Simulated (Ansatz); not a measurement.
Z-matrix (Å, degrees):
```
C
O 1 1.395
H 1 1.102 2 114.0
H 1 1.099 2 110.6 3 120.7
H 1 1.099 2 110.6 3 -120.7
In 2 1.996 1 123.9 3 -0.1
C 6 2.141 2 112.6 1 0.0
H 6 1.707 2 110.0 1 -180.0
H 7 1.091 6 109.5 2 -58.8
H 7 1.089 6 111.3 2 -179.6
H 7 1.091 6 109.5 2 59.7
```

Charge 0, multiplicity 1. In takes the def2 core potential.

Task: List the r2SCAN/def2-TZVPP orbital energies in eV (the Gaussian-basis code of Ansatz). (Best estimate.)

Result: The calculation gave: Occupied: -514.67, -273.64, -272.99, -125.26, -82.01, -81.68, -81.65, -25.15, -19.50, -19.17, -19.12, -19.11, -19.09, -17.50, -16.41, -11.42, -10.52, -10.45, -10.20, -10.12, -9.01, -7.26, -6.07, -5.92. Lowest empty: -1.57, -0.73, 0.46, 1.49, 2.13, 2.21, 2.63, 3.03.
